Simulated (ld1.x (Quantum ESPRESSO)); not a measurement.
Ranking TM potentials for silicon (Si)

All share these settings but for the change named:

| Quantity | Value |
| --- | --- |
| Element | silicon (Si) |
| Generator | ld1.x (Quantum ESPRESSO) 7.5 |
| Type | norm-conserving Troullier–Martins (Kleinman–Bylander form) |
| Functional | PBE |
| Relativity | scalar-relativistic |
| Frozen core | [Ne] |
| Valence charge | 4 |
| Reference configuration | 3s1.5 3p2.5 |
| Partial waves | 3s (bound): rc 1.55 bohr; 3p (bound): rc 2.30 bohr |
| Local potential | all-electron potential smoothed inside 2.25 bohr (lloc = -1) |
| Core correction | Bessel-smoothed model core inside 1.00 bohr |

Test errors are all-electron minus pseudo excitation energies from the reference, over 3s2 3p2; 3s2 3p1; 3s2 3p0; 3s1 3p3; 3s2 3p1.5; 3s2 3p2.3; 3s1 3p2. None of these files shows a bound ghost.

The base gives 12.7 meV.

Of 5 variants that were run, those that failed, showed a ghost or another fault, or gave nearly equal values are left out.

A variant can come out equal or close to the base, since the largest error may sit in a test that the change hardly touches while other tests move.

Rank these variants by their largest absolute test error, smallest first.
A. all radii but the core radius scaled by about 0.75 (s 1.16, p 1.74 bohr); local potential all-electron potential smoothed inside 1.70 bohr (lloc = -1)
B. all radii but the core radius scaled by about 1.16 (s 1.80, p 2.68 bohr); local potential all-electron potential smoothed inside 2.62 bohr (lloc = -1)
C. all radii but the core radius scaled by about 0.90 (s 1.40, p 2.08 bohr); local potential all-electron potential smoothed inside 2.04 bohr (lloc = -1)

B (2.3 meV), A (14.0 meV), C (16.1 meV).
